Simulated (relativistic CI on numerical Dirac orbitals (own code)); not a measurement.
## Radial parameters of Ni

These numbers are calculated, not measured: Dirac-Coulomb-Breit CI, KLI orbitals optimised for each configuration, QED by a radiative potential, valence Slater integrals scaled by 0.85, P86 correlation energy added to each configuration (own radial code, finite nucleus).

Slater integrals F^k, G^k are unscaled and averaged over j, outside the closed core [Ar]; ζ comes from projecting the Hamiltonian with its Breit term on Σ l·s of the shell.

- 3d⁸4s²: F^2(3d,3d) = 94314, F^4(3d,3d) = 58350, ζ(3d) = 641.96 cm⁻¹; <r>(3d) = 0.9937, <r^2>(3d) = 1.325 (bohr units).
- 3d⁹4s: ζ(3d) = 584.38, G^2(3d,4s) = 10358 cm⁻¹; <r>(3d) = 1.082, <r^2>(3d) = 1.641, <r>(4s) = 3.06, <r^2>(4s) = 11.14 (bohr units).
- 3d⁸4s4p: F^2(3d,3d) = 95212, F^4(3d,3d) = 58947, ζ(3d) = 646.08, G^2(3d,4s) = 10259, F^2(3d,4p) = 10139, G^1(3d,4p) = 4181.9, G^3(3d,4p) = 3220.4, G^1(4s,4p) = 32127, ζ(4p) = 222.17 cm⁻¹; <r>(3d) = 0.9838, <r^2>(3d) = 1.286, <r>(4s) = 2.773, <r^2>(4s) = 9.017, <r>(4p) = 4.188, <r^2>(4p) = 20.97 (bohr units).

**Question.** Give the Racah parameters of the d shell in 3d⁸4s².

**Answer.** B = F²/49 − 5F⁴/441 = 1263 cm⁻¹ and C = 35F⁴/441 = 4631 cm⁻¹; values fitted to spectra at such low charge are typically 15 to 30 % smaller.

In this model ζ of a weakly bound d, f or g electron outside closed shells comes out too small, for d by up to a factor of two or three and at times with the wrong sign; that of an outer p electron is too small as well.

Correlation outside the listed configurations is missing or only estimated: errors of thousands of cm⁻¹ between configurations and terms are usual at this charge. Rates and lifetimes follow the computed energies and can be off by large factors. The fine structure of a lone outer electron comes out too small, for d and f at times inverted, and misplaced configurations move strength between like terms.

Averages of the first 10 configurations, taken without configuration mixing, which lowers the lowest level and can move excited configurations by several eV; other configurations of the list can lie among them:

| Configuration | Parity | States | Average energy above the lowest level (eV) |
| --- | --- | --- | --- |
| 3d⁸4s² | even | 45 | 1.8 |
| 3d⁹4s | even | 20 | 1.8 |
| 3d¹⁰ | even | 1 | 5.5 |
| 3d⁸4s4p | odd | 540 | 5.1 |
| 3d⁹4p | odd | 60 | 4.9 |
| 3d⁸4p² | even | 675 | 10.0 |
| 3d⁹4d | even | 100 | 6.8 |
| 3d⁸4s4d | even | 900 | 8.1 |
| 3d⁹5s | even | 20 | 6.1 |
| 3d⁹5p | odd | 60 | 6.9 |
